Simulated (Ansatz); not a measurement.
The cluster Ag2F⁺. Total charge 1; triplet. Geometry r2SCAN-D4/def2-TZVP; atoms count from 1.

```xyz
3

Ag    0.933   -1.708    0.663
Ag   -0.932    1.709   -0.661
F    -0.001   -0.001   -0.002
```

In the def2 sets Ag takes a core potential; there is no spin–orbit coupling. At PBE0-D4/def2-TZVP a singlet of charge 1 lies 3.72 eV below the triplet, each at its own geometry. The structure comes from a short search, and lower isomers may exist.

(1) Estimate the Mulliken populations from the PBE0/def2-TZVP orbitals of Ansatz.

(2) Where does the spin sit?

(3) And the Mayer bond orders between bonded heavy atoms (over 0.3)?

Answers

(1) 
```tsv
atom	charge (e)	spin (α − β)	d electrons
Ag1	0.89	0.18	9.91
Ag2	0.65	1.61	9.33
F3	-0.53	0.21	–
```
Mulliken values and Mayer orders depend strongly on the basis.

(2) Summed by element: Ag 1.79, F 0.21, of 2 unpaired in all. Largest on single atoms: Ag2 1.61, F3 0.21, Ag1 0.18.

(3) Ag2–F3 0.41 (2.06 Å).
